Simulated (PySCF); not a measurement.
## A survey of ¹⁵N NMR shifts

Calculated, not measured (PySCF): structure optimised with GFN2-xTB, shielding tensors at PBE0/pcSseg-1 (GIAO). A single conformation, rapidly exchanging positions averaged, isolated molecule, non-relativistic Hamiltonian.

Shieldings were converted by a linear fit to measured shifts: ¹⁵N (scatter 6.3 ppm rms vs CH3NO2, solution or neat liquid). A few per cent of atoms miss by over 2 rms, more outside the fitted compound classes.

**Question.** Give the ¹⁵N shifts of `C#Cc1cnncc1C#N`, `C#Cc1cncc(C#N)n1`, `CC[Si@@H](N)O`, `c1ccc(-n2ccnn2)cc1`, `Nc1csc2cc[nH]c12`.

**Answer.** 
```
                                                               compound                             environment  δ (ppm)
             [CH:1]#[C:2][c:3]1[cH:4][n:5][n:6][cH:7][c:8]1[C:9]#[N:10]         N5: pyridine-type ring nitrogen     46.4
             [CH:1]#[C:2][c:3]1[cH:4][n:5][n:6][cH:7][c:8]1[C:9]#[N:10]         N6: pyridine-type ring nitrogen     36.4
             [CH:1]#[C:2][c:3]1[cH:4][n:5][n:6][cH:7][c:8]1[C:9]#[N:10]                   N10: nitrile nitrogen    -80.3
           [CH:1]#[C:2][c:3]1[cH:4][n:5][cH:6][c:7]([C:8]#[N:9])[n:10]1        N10: pyridine-type ring nitrogen    -37.2
           [CH:1]#[C:2][c:3]1[cH:4][n:5][cH:6][c:7]([C:8]#[N:9])[n:10]1         N5: pyridine-type ring nitrogen    -45.8
           [CH:1]#[C:2][c:3]1[cH:4][n:5][cH:6][c:7]([C:8]#[N:9])[n:10]1                    N9: nitrile nitrogen    -95.9
                                                          CC[Si@@H](N)O              nitrogen bonded to Si, 2 H   -368.4
[cH:1]1[cH:2][cH:3][c:4](-[n:5]2[cH:6][cH:7][n:8][n:9]2)[cH:10][cH:11]1  N9: pyridine-type nitrogen of an azole    -32.1
[cH:1]1[cH:2][cH:3][c:4](-[n:5]2[cH:6][cH:7][n:8][n:9]2)[cH:10][cH:11]1  N8: pyridine-type nitrogen of an azole    -35.2
[cH:1]1[cH:2][cH:3][c:4](-[n:5]2[cH:6][cH:7][n:8][n:9]2)[cH:10][cH:11]1          N5: pyrrole-type ring nitrogen   -137.2
                [NH2:1][c:2]1[cH:3][s:4][c:5]2[cH:6][cH:7][nH:8][c:9]12          N8: pyrrole-type ring nitrogen   -259.9
                [NH2:1][c:2]1[cH:3][s:4][c:5]2[cH:6][cH:7][nH:8][c:9]12               N1: aniline-type nitrogen   -338.9
```
